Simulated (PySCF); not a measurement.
Isomers of C2H13NSSi4, mass 194.985 u with the commonest isotopes. Method: PBE0/pcSseg-1 in PySCF (dipole) on a GFN2-xTB geometry, gas phase. One conformer each, none proved a minimum here; rigid rotors.

**Question.** Order these by dipole moment, smallest first.
A. `[CH3:1][N:2]1[CH2:3][SiH2:4][Si@@H:5]([SiH3:6])[S:7][SiH2:8]1` with C1–N2–C3–Si4 99°, N2–C3–Si4–Si5 50°, C3–Si4–Si5–Si6 -104°, Si4–Si5–S7–Si8 -54°
B. `[CH3:1][NH:2][Si@@H:3]1[SiH2:4][SiH2:5][S:6][Si@@H:7]1[CH3:8]` with C1–N2–Si3–Si4 -66°, N2–Si3–Si4–Si5 -125°, Si3–Si4–Si5–S6 -15°, Si4–Si5–S6–Si7 34°, Si5–S6–Si7–C8 83°
C. `[CH3:1][SiH2:2][C@@H:3]1[SiH2:4][NH:5][SiH2:6][SiH2:7][S:8]1` with C1–Si2–C3–Si4 178°, Si2–C3–Si4–N5 -57°, C3–Si4–N5–Si6 -39°, Si4–N5–Si6–Si7 9°, N5–Si6–Si7–S8 -7°

**Answer.** C (1.50 D), A (2.53 D), B (3.60 D).

**Question.** Order these by rotational constant A, smallest first.
A. `[CH3:1][NH:2][Si@@H:3]1[SiH2:4][SiH2:5][S:6][Si@@H:7]1[CH3:8]` with C1–N2–Si3–Si4 -66°, N2–Si3–Si4–Si5 -125°, Si3–Si4–Si5–S6 -15°, Si4–Si5–S6–Si7 34°, Si5–S6–Si7–C8 83°
B. `[CH3:1][N:2]1[CH2:3][SiH2:4][Si@@H:5]([SiH3:6])[S:7][SiH2:8]1` with C1–N2–C3–Si4 99°, N2–C3–Si4–Si5 50°, C3–Si4–Si5–Si6 -104°, Si4–Si5–S7–Si8 -54°
C. `[CH3:1][SiH2:2][C@@H:3]1[SiH2:4][NH:5][SiH2:6][SiH2:7][S:8]1` with C1–Si2–C3–Si4 178°, Si2–C3–Si4–N5 -57°, C3–Si4–N5–Si6 -39°, Si4–N5–Si6–Si7 9°, N5–Si6–Si7–S8 -7°

**Answer.** B (1001 MHz), C (1065 MHz), A (1112 MHz).

**Question.** Order these by out-of-plane moment Σ m c² = (Ia + Ib − Ic)/2, smallest first.
A. `[CH3:1][SiH2:2][C@@H:3]1[SiH2:4][NH:5][SiH2:6][SiH2:7][S:8]1` with C1–Si2–C3–Si4 178°, Si2–C3–Si4–N5 -57°, C3–Si4–N5–Si6 -39°, Si4–N5–Si6–Si7 9°, N5–Si6–Si7–S8 -7°
B. `[CH3:1][N:2]1[CH2:3][SiH2:4][Si@@H:5]([SiH3:6])[S:7][SiH2:8]1` with C1–N2–C3–Si4 99°, N2–C3–Si4–Si5 50°, C3–Si4–Si5–Si6 -104°, Si4–Si5–S7–Si8 -54°
C. `[CH3:1][NH:2][Si@@H:3]1[SiH2:4][SiH2:5][S:6][Si@@H:7]1[CH3:8]` with C1–N2–Si3–Si4 -66°, N2–Si3–Si4–Si5 -125°, Si3–Si4–Si5–S6 -15°, Si4–Si5–S6–Si7 34°, Si5–S6–Si7–C8 83°

**Answer.** C (77.06 u·Å²), A (170.98 u·Å²), B (197.23 u·Å²).

```json
{"SMILES": "C[SiH2][C@@H]1[SiH2]N[SiH2][SiH2]S1", "point group": "C1", "Ia (u·Å²)": "474.41", "Ib (u·Å²)": "705.87", "Ic (u·Å²)": "838.32", "κ": "-0.51", "μa (D)": "0.35", "μb (D)": "0.94", "μc (D)": "1.11"}
{"SMILES": "CN1C[SiH2][Si@@H]([SiH3])S[SiH2]1", "point group": "C1", "Ia (u·Å²)": "504.87", "Ib (u·Å²)": "718.33", "Ic (u·Å²)": "828.74", "κ": "-0.52", "μa (D)": "1.40", "μb (D)": "1.66", "μc (D)": "1.29"}
{"SMILES": "CN[Si@@H]1[SiH2][SiH2]S[Si@@H]1C", "point group": "C1", "Ia (u·Å²)": "454.42", "Ib (u·Å²)": "764.98", "Ic (u·Å²)": "1065.27", "κ": "-0.42", "μa (D)": "3.17", "μb (D)": "0.26", "μc (D)": "1.69"}
```
